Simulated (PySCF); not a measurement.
This PySCF input asks for the NMR shieldings of `FC([C@H](B)CCC)(F)F`, C5H10BF3; the geometry comes from GFN2-xTB.

```python
import basis_set_exchange as bse
import numpy as np
from pyscf import gto, dft
from pyscf.prop import nmr

atoms = """
B    -1.094409    1.601282    0.869856
C    -1.111402    0.031625    0.619608
C     0.132173   -0.390282   -0.195702
C     1.424802   -0.040913    0.537722
C     2.650243   -0.452182   -0.268367
C    -2.349983   -0.387097   -0.148423
F    -2.432292    0.153423   -1.372761
F    -2.422739   -1.719820   -0.326690
F    -3.484172   -0.043490    0.491727
H    -1.305695    2.315909   -0.027543
H    -0.858535    2.021630    1.931246
H    -1.131126   -0.552400    1.545272
H     0.114618    0.116488   -1.162741
H     0.096821   -1.467616   -0.378116
H     1.450577    1.035608    0.724512
H     1.439505   -0.546323    1.505496
H     2.671594    0.068531   -1.222773
H     3.561700   -0.212839    0.273234
H     2.638516   -1.522283   -0.461675
"""
names = dict.fromkeys(["B", "C", "F", "H"], "pcSseg-1")
basis = {el: gto.basis.parse(bse.get_basis(n, elements=[el], fmt="nwchem")) for el, n in names.items()}
mol = gto.M(atom=atoms, basis=basis, charge=0, verbose=0)
mf = dft.RKS(mol, xc="PBE0")
mf.grids.level = 2
mf.grids.alignment = dft.numint.BLKSIZE   # the property module wants whole blocks of grid points
mf.conv_tol = 1e-9
mf.kernel()

calc = nmr.RKS(mf)   # GIAO
C = mf.mo_coeff
Co = C[:, mf.mo_occ > 0]
resp = mf.gen_response(singlet=True, hermi=2)
def vind(x):   # induced exchange potential for any number of trial vectors
    d = np.einsum("pi,xij,qj->xpq", C, 2 * x.reshape(-1, C.shape[1], Co.shape[1]), Co, optimize=True)
    return np.einsum("xpq,pi,qj->xij", resp(d - d.transpose(0, 2, 1)), C, Co, optimize=True).ravel()
mo1, _ = nmr.rhf.solve_mo1(calc, with_cphf=vind)
sigma = calc.kernel(mo1)
for i, s in enumerate(sigma):   # ppm
    print("%2d %-2s %9.2f" % (i, mol.atom_pure_symbol(i), np.trace(s) / 3))
```

Q: What does it print?

A: 
```
 0 B       8.35
 1 C     139.26
 2 C     152.76
 3 C     158.51
 4 C     169.10
 5 C      49.60
 6 F     263.44
 7 F     249.54
 8 F     241.12
 9 H      23.47
10 H      23.66
11 H      28.56
12 H      29.73
13 H      29.76
14 H      31.25
15 H      30.26
16 H      30.78
17 H      30.48
18 H      30.81
```

These numbers come from an equivalent density-fitted implementation of the same equations, which agrees with the script to about 0.01 ppm for H and up to a few tenths of a ppm for heavy atoms, so last digits may differ.

Size and cost of the density-fitted run: 203 basis functions, 110 s wall time (96 s CPU) on 1 thread of an Intel Xeon, shared host; peak memory 0.92 GiB.
